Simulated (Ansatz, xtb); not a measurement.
# Two isomers of C4H9BO

Structure X: `B[C@@H]1C[C@H]1OC`, a singlet. Structure Y: `B[C@@H]1C[C@@H]1OC`, a singlet. Both are isolated molecules in the gas phase, relaxed with PBE-D3(BJ)/def2-SVP; the shapes shown needn't be the lowest conformers.

X (Å):

| atom | x (Å) | y (Å) | z (Å) |
| --- | --- | --- | --- |
| C | -0.2149 | 1.7533 | -1.2567 |
| C | -1.6765 | 1.6907 | -1.7289 |
| C | -1.4204 | 1.2514 | -0.3496 |
| C | -0.7427 | -0.4713 | 1.0718 |
| B | 0.4555 | 3.0203 | -0.7418 |
| O | -1.4777 | -0.0997 | -0.0803 |
| H | -0.2353 | 3.9578 | -0.3709 |
| H | 1.6667 | 3.1028 | -0.6368 |
| H | 0.3895 | 0.8955 | -1.5963 |
| H | -2.2059 | 2.6426 | -1.8856 |
| H | -1.9071 | 0.8953 | -2.4538 |
| H | -1.7053 | 1.9117 | 0.4920 |
| H | 0.3421 | -0.2391 | 0.9573 |
| H | -1.1145 | 0.0494 | 1.9853 |
| H | -0.8676 | -1.5623 | 1.2064 |

Y (Å):

```xyz
15

C    -0.2913    2.2848   -0.8533
C    -1.4050    1.9154   -1.8732
C    -0.6758    0.8135   -1.2325
C    -0.5761   -0.4387    0.7348
B    -0.6734    2.8433    0.5194
O    -1.3668    0.0172   -0.3406
H    -1.7085    2.4930    1.0589
H     0.0437    3.6501    1.0852
H     0.6543    2.6083   -1.3201
H    -1.2076    2.1515   -2.9299
H    -2.4411    2.0738   -1.5379
H     0.1216    0.2913   -1.8007
H     0.3306   -0.9890    0.3894
H    -0.2393    0.4165    1.3738
H    -1.2008   -1.1166    1.3469
```

Question: Which of the two would you expect CCSD(T)/def2-SVP + ΔMP2/def2-TZVPP electronic energies to favour?

Answer: Too close to call at this level: CCSD(T)/def2-SVP + ΔMP2/def2-TZVPP gives E(Y) − E(X) = +0.27 kcal/mol.

How the difference moves with the method:

```
                             level             geometry  E(Y) − E(X) (kcal/mol)  departure from the last row (kcal/mol)  job, with rough time for the two
                          GFN2-xTB             GFN2-xTB                     −0.03                                   −0.30              optimisation, 0.27 s
                         HF/STO-3G             GFN2-xTB                     +1.35                                   +1.08               single point, 0.4 s
                r2SCAN-D4/def2-SVP             GFN2-xTB                     +0.25                                   −0.02               single point, 3.7 s
               PBE-D3(BJ)/def2-SVP  PBE-D3(BJ)/def2-SVP                     +0.23                                   −0.04                optimisation, 42 s
                       HF/def2-SVP  PBE-D3(BJ)/def2-SVP                     +0.43                                   +0.16           part of the CCSD(T) run
                      MP2/def2-SVP  PBE-D3(BJ)/def2-SVP                     +0.02                                   −0.25           part of the CCSD(T) run
                  CCSD(T)/def2-SVP  PBE-D3(BJ)/def2-SVP                     −0.13                                   −0.40                      single point
CCSD(T)/def2-SVP + ΔMP2/def2-TZVPP  PBE-D3(BJ)/def2-SVP                     +0.27                                                        single point, 49 s
```

As drawn, both hold the same kinds of bond in the same numbers.

The largest departure from CCSD(T)/def2-SVP + ΔMP2/def2-TZVPP is that of HF/STO-3G, 1.08 kcal/mol. The last row adds to CCSD(T) the change of the MP2 difference between the two basis sets, here +0.40 kcal/mol.

With thermal terms from frequencies at re-optimised GFN2-xTB minima (ideal gas, soft modes damped towards free rotors, one conformer each, 298.15 K, 1 atm): on the last row, ΔE + ΔZPE = +0.34, ΔH = +0.19, ΔG = +0.64 kcal/mol.

The correlated steps freeze 6 core orbitals. Programs: Ansatz 0.2.0, xtb 6.7.1; the last row on 2 threads of Intel(R) Xeon(R) 6975P-C (Granite Rapids) on a shared host.
